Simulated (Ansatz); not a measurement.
`[CH3][Ge][F]` + H₂O → `[CH3][Ge][OH]` + H–F at 500 K and 1 bar (formal hydrolysis of a Ge–F bond).

Gas-phase electronic energies from Ansatz, PBE0-D4/def2-TZVP geometries. CCSD(T)/CBS adds triple-zeta CCSD(T) − MP2 to the extrapolated MP2 energy (def2 sets, frozen cores). This one scheme is used for every species. For Ge outer-core shells are correlated without core-valence functions, which leaves a few kJ/mol of doubt a bond. Scalar relativity is left out up to krypton. Each species was taken in one conformer, which may not be the lowest.

| species | CCSD(T)/CBS energy (Eh) | H − E (kJ/mol) | S (J/(mol·K)) |
| --- | --- | --- | --- |
| `[CH3][Ge][F]` | -2215.78112 | 126.9 | 339.2 |
| H₂O | -76.37941 | 73.2 | 206.3 |
| `[CH3][Ge][OH]` | -2191.75471 | 161.1 | 346.9 |
| H–F | -100.39570 | 39.4 | 188.7 |

H − E and S are ideal-gas, rigid-rotor, harmonic terms from PBE0-D4/def2-TZVP, for one conformer and one mirror image of each species. 1 Eh = 2625.50 kJ/mol, R = 8.31446 J/(mol·K).

Question: By hand: ΔE, ΔH, ΔS and ΔG.

Answer: ΔE = (-2191.75471) + (-100.39570) − (-2215.78112) − (-76.37941) = 0.01012 Eh = 26.6 kJ/mol. Δ(H − E) = 161.1 + 39.4 − 126.9 − 73.2 = 0.4, so ΔH = 27.0 kJ/mol. ΔS = 346.9 + 188.7 − 339.2 − 206.3 = -9.9 J/(mol·K). ΔG = 27.0 − 500 × (-9.9)/1000 = 31.9 kJ/mol.

Question: By hand: the equilibrium constant, and the temperature at which ΔG would vanish if ΔH and ΔS stayed fixed.

Answer: log₁₀ K = −ΔG/(RT ln 10) = -3.3. ΔH and −TΔS have one sign here, so there is no such temperature.

The number of gas molecules stays the same, so ΔS is small and ΔH decides. A doubt of 5 kJ/mol in ΔE shifts log₁₀ K by 0.5 here. Other conformers and mirror images would add mixing entropy, several J/(mol·K) or more a flexible species. These are equilibria of isolated gas molecules and say nothing of rates. Largest T1 diagnostic: 0.014 (customary marks: 0.02 for closed shells, 0.045 for open ones).

ΔS is within the doubt of such terms, so its sign, and with it that verdict, could turn.
